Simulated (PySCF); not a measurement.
Ge(H)2(OEt)(NH2) (C₂H₉GeNO), SMILES [GeH2]([NH2])[O]CC.

Coordinates come from a PBE-D3(BJ)/def2-SVP optimisation. One conformer was computed; it need not be the lowest.

Computed with PBE/def2-TZVP run with PySCF.

Gas-phase values at a fixed geometry.

Task: Estimate the frontier levels, gap, dipole moment and polarisability. (Estimate from the structure and the level; the computed values follow.)

Result: 
The highest occupied level is -5.94 eV and the lowest empty level is -0.24 eV. The orbital gap is 5.70 eV, the dipole moment is 1.89 D and the quadrupole, principal values (traceless, Buckingham form, about the centre of nuclear charge) is -4.36, -1.14, 5.51 D·Å. The mean static polarisability is 71.1 bohr³ (10.53 Å³) and the polarisability, principal values comes out as 63.8, 67.2, 82.2 bohr³.
